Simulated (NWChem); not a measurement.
C3H7NSi; SMILES C=C1CN[SiH2]1

```xyz
12

C      0.3614    -2.1384     0.0000
C      0.0577    -0.8427     0.0000
C     -1.3110    -0.1612     0.0000
N     -0.8301     1.2179     0.0000
Si     0.8652     0.8596     0.0000
H      1.3993    -2.4850     0.0000
H     -0.4131    -2.9155     0.0000
H     -1.9107    -0.4287     0.8935
H     -1.9107    -0.4287    -0.8935
H     -1.4526     2.0115     0.0000
H      1.6684     1.2698    -1.1989
H      1.6684     1.2698     1.1989
```
Atoms are numbered in this order, from 1.

Geometry: optimised at PBE0/def2-SVP. Not confirmed as a minimum by frequencies.

Symmetry labels are those of Cs in the frame above (b1 and b2, or b-type labels, depend on it).

### Question
List the 6 lowest vertical singlet excitations from B3LYP/6-31+G* (spherical d), TDA (NWChem).

### Answer
| state | energy (eV) | oscillator strength | symmetry | leading excitation (squared amplitude) |
|---|---|---|---|---|
| S1 | 4.89 | 0.003 | a" | HOMO → LUMO+1 (0.98) |
| S2 | 5.03 | 0.002 | a' | HOMO → LUMO (0.98) |
| S3 | 5.61 | 0.003 | a" | HOMO → LUMO+2 (0.93) |
| S4 | 5.95 | 0.014 | a" | HOMO−1 → LUMO+1 (0.95) |
| S5 | 6.18 | 0.004 | a" | HOMO−2 → LUMO (0.51) |
| S6 | 6.20 | 0.001 | a" | HOMO → LUMO+3 (0.50) |
